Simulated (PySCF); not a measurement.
**Ionisation energy of W⁵³⁺ by level of theory**

W⁵³⁺ [Ar] 3d3 (4F) → W⁵⁴⁺ [Ar] 3d2 (3F), as a difference of total energies. All numbers are calculated (PySCF 2.14, the spin-free X2C one-electron Hamiltonian (Gaussian nucleus), in an even-tempered Gaussian basis (17 s from 13 bohr⁻², ratio 2.5; 12 p from 17 bohr⁻², ratio 2.5; 7 d from 17 bohr⁻², ratio 2.5; 4 f from 60 bohr⁻², ratio 2.7; 3 g from 91 bohr⁻², ratio 2.7)). Correlated levels: outer shells: [Ne] frozen; virtual orbitals above 40 to 60 times the deepest correlated orbital energy dropped. The calculations carry no spin-orbit coupling.

```csv
method,ionisation energy (eV)
UHF,5026.1
LDA,5024.5
PBE,5024.8
PBE0,5025.6
r2SCAN,5027.2
B2PLYP,5025.9
TPSS,5022.9
MP2 (outer shells),5026.1
SCS-MP2 (outer shells),5025.7
```

Spin-orbit coupling is strong in these open shells (close to jj coupling). The scalar numbers leave it out and a first-order estimate fails, so it can dominate the gap to the real levels.

Breit and QED terms and the two-electron picture change are absent.

For comparison: 5063 ± 4 eV (semi-empirical (NIST evaluation); NIST Atomic Spectra Database, ionization energies).
